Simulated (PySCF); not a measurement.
BaO, SMILES [O]=[Ba].

Geometry optimised at r2SCAN-D4/def2-TZVPD. The def2 effective core potentials stand for the cores of Ba; spin–orbit coupling is left out.

Two levels are set side by side: PBE/def2-TZVPD (PySCF) and r2SCAN/def2-TZVPD (PySCF). Same geometry, gas phase. Differences are taken from unrounded values.

```tsv
quantity	r2SCAN	PBE	PBE minus r2SCAN
orbital gap (eV)	2.41	1.79	-0.62
highest occupied level (eV)	-3.63	-3.58	0.05
lowest empty level (eV)	-1.22	-1.79	-0.57
dipole moment (D)	7.65	7.32	-0.33
mean polarisability (bohr³)	53.8	55.9	2.1
```

Rough cost on one machine, each run with all the roots and properties that it gave: r2SCAN against PBE about 3 times.
